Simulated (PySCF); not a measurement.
$^{19}$F chemical shifts

Calculated, not measured (PySCF 2.14.0 with density-fitted response routines): shieldings: GIAO PBE0/pcSseg-1, GFN2-xTB structure. No solvent model, non-relativistic Hamiltonian, fast rotation and ring inversion assumed for equivalent nuclei, a single conformation.

Shieldings were converted by a linear fit to measured shifts: $^{19}$F: δ = 146.13 − 0.903σ +14.6 on sp3 carbon (rms 6.0 ppm, 223 shifts, 7.0 ppm with the 5 outliers that the fit left out vs CFCl3, solution or neat liquid). A few per cent of atoms miss by over 2 rms, more outside the fitted compound classes.

**Question.** Give the $^{19}$F shifts of `CC(C)C[C@H](F)CF`, `C[SiH2]CC(F)=C(F)F`.

**Answer.** 
```tsv
compound	environment	δ (ppm)
[CH3:1][CH:2]([CH3:3])[CH2:4][C@H:5]([F:6])[CH2:7][F:8]	F6: fluorine on an sp3 carbon	-204.7
[CH3:1][CH:2]([CH3:3])[CH2:4][C@H:5]([F:6])[CH2:7][F:8]	F8: fluorine on an sp3 carbon	-234.0
[CH3:1][SiH2:2][CH2:3][C:4]([F:5])=[C:6]([F:7])[F:8]	F7: vinylic fluorine	-107.3
[CH3:1][SiH2:2][CH2:3][C:4]([F:5])=[C:6]([F:7])[F:8]	F8: vinylic fluorine	-123.3
[CH3:1][SiH2:2][CH2:3][C:4]([F:5])=[C:6]([F:7])[F:8]	F5: vinylic fluorine	-173.5
```

**Question.** Match the shifts -115.0, -125.7, -173.8, -216.6, -226.7 ppm to `C#C[C@@H]1C=CCC[C@H]1F`, `CC1=C[C@@H]2C=C(CF)[C@H]12`, `C=C(F)C(=C)C#CCC`, `C#CC/C(=C/F)CC=C`, `C#C[C@@H]1C(CF)=C[C@@H]1C`.

**Answer.** -115.0: C=C(F)C(=C)C#CCC (vinylic fluorine); -125.7: C#CC/C(=C/F)CC=C (vinylic fluorine); -173.8: C#C[C@@H]1C=CCC[C@H]1F (fluorine on an sp3 carbon); -216.6: C#C[C@@H]1C(CF)=C[C@@H]1C (fluorine on an sp3 carbon); -226.7: CC1=C[C@@H]2C=C(CF)[C@H]12 (fluorine on an sp3 carbon).
